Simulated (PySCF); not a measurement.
Input file for PySCF: R-M06-2X/def2-TZVPP on AlH3Se2 (SMILES [SeH][AlH][SeH]), a point of a torsion scan.

```python
from pyscf import gto, dft

mol = gto.M(
    atom='''
    Se   -2.26064692   -0.10840977   -0.60189127
    Al    0.02063394    0.17230049   -0.42567148
    Se    1.64307406   -0.49958878   -1.92167868
    H    -2.27669381   -0.87458542    0.62235877
    H     0.53851024    0.90212214    0.81914736
    H     2.62693392    0.10370949   -1.05501142
    ''',
    basis='def2-tzvpp',
    charge=0, spin=0, verbose=4, max_memory=1800)
mf = dft.RKS(mol, xc='m062x').density_fit(auxbasis='def2-universal-jkfit')
mf.grids.level = 4
mf.conv_tol = 1e-9
mf.max_cycle = 150
mf.kernel()
mf.dip_moment()
```

Q: Give the final energy of this run.

A: -5047.4471 hartree.
